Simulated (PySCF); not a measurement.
## Input and output

[BiCl4]− (singlet). PySCF 2.14.0, RKS B3LYP, Bi def2-SVP with ECP60, Cl def2-SVP; non-relativistic Hamiltonian with scalar-relativistic core potentials where named; density fitting; no spin-orbit coupling. Purpose: singlet excitations, Tamm-Dancoff B3LYP.

```python
mol = gto.M(atom='''
Bi     0.00000     0.00000     0.47919
Cl     2.48217     0.00000    -0.32797
Cl    -0.00000     2.48217    -0.32797
Cl    -2.48217    -0.00000    -0.32797
Cl     0.00000    -2.48217    -0.32797''',
    basis={'Bi': 'def2-SVP', 'Cl': 'def2-SVP'},
    ecp={'Bi': 'def2-SVP'},
    charge=-1, spin=0)
mf = dft.RKS(mol, xc='B3LYP')
mf.grids.atom_grid = (50, 194)
mf = mf.density_fit()  # fitting sets: Bi def2-universal-JKFIT, Cl def2-universal-JKFIT
mf.conv_tol = 1e-08; mf.max_cycle = 55
mf.kernel(dm0)  # dm0: converged density of the relaxed state
td = mf.TDA(); td.nstates = 8; td.kernel()
```

Run from Python with OMP_NUM_THREADS=2; the lines above give its settings. Where DIIS fails, smearing, a level shift and second-order steps follow.
It took 19 s on 2 threads of Arm Neoverse V1 (shared host), from an already converged density.

(1) Where do the frontier levels lie, over both spins?

(2) What are the Mulliken charges and spins?

(3) Which singlet excitations follow (Tamm-Dancoff, 8 states)?

The geometry was relaxed with PBE (Bi def2-SVP with ECP60, Cl def2-SVP).

## Answers

(1) HOMO -2.97 eV, LUMO 0.95 eV. 

(2) 
```tsv
atom	charge (e)	spin (e)
Bi1	0.853	0.000
Cl2	-0.463	0.000
Cl3	-0.463	0.000
Cl4	-0.463	0.000
Cl5	-0.463	0.000
```

(3) 
| state | eV | oscillator strength |
| --- | --- | --- |
| 1 | 2.94 | 0.0000 |
| 2 | 3.23 | 0.0103 |
| 3 | 3.41 | 0.0088 |
| 4 | 3.41 | 0.0088 |
| 5 | 3.62 | 0.0000 |
| 6 | 3.91 | 0.0279 |
| 7 | 3.91 | 0.0279 |
| 8 | 4.23 | 0.0000 |
For an anion in a basis without diffuse functions, states above the detachment energy aren't bound: they are resonances at best, or continuum confined by the basis.
Functionals without range separation put charge-transfer states too low; the basis has no diffuse functions.
